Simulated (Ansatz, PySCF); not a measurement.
Complex: C2H4 (SMILES C=C) (first 6 atoms) with H2 (SMILES [H][H]); geometry from B3LYP-D3(BJ)/def2-TZVP.
(charge 0, multiplicity 1):
```json
[
 {"atom": "C", "x (Å)": "0.4094", "y (Å)": "0.5515", "z (Å)": "-0.3288"},
 {"atom": "C", "x (Å)": "-0.1351", "y (Å)": "-0.6137", "z (Å)": "-0.0115"},
 {"atom": "H", "x (Å)": "1.4820", "y (Å)": "0.7026", "z (Å)": "-0.3114"},
 {"atom": "H", "x (Å)": "-0.1950", "y (Å)": "1.4026", "z (Å)": "-0.6185"},
 {"atom": "H", "x (Å)": "-1.2077", "y (Å)": "-0.7648", "z (Å)": "-0.0283"},
 {"atom": "H", "x (Å)": "0.4692", "y (Å)": "-1.4647", "z (Å)": "0.2788"},
 {"atom": "H", "x (Å)": "-0.3441", "y (Å)": "0.1118", "z (Å)": "2.9446"},
 {"atom": "H", "x (Å)": "-0.4807", "y (Å)": "0.0751", "z (Å)": "3.6759"}
]
```

Basis-set superposition error: the interaction energy with monomers in their own basis, and in the dimer's basis (counterpoise).

Programs: Ansatz (Gaussian basis) for Hartree–Fock, density functionals and correlated methods; PySCF for 6-31G* rows. 

```csv
level,uncorrected (kcal/mol),counterpoise (kcal/mol),difference
BHLYP/def2-TZVPPD,-0.06,-0.04,0.03
CAM-B3LYP/def2-TZVPPD,-0.12,-0.09,0.03
MP2/6-31G*,-0.45,0.03,0.48
MP2/aug-cc-pVDZ,-0.60,-0.27,0.34
MP2/aug-cc-pVQZ,-0.42,-0.37,0.05
SCS-MP2/aug-cc-pVDZ,-0.50,-0.14,0.36
SCS-MP2/aug-cc-pVTZ,-0.36,-0.22,0.14
SCS-MP2/aug-cc-pVQZ,-0.29,-0.23,0.06
CCSD/aug-cc-pVTZ,-0.37,-0.25,0.12
CCSD(T)/aug-cc-pVDZ,-0.60,-0.25,0.35
```

The error is largest for MP2/6-31G* (0.48 kcal/mol) and smallest for BHLYP/def2-TZVPPD (0.03 kcal/mol).

Ansatz is a quantum-chemistry and plane-wave program.
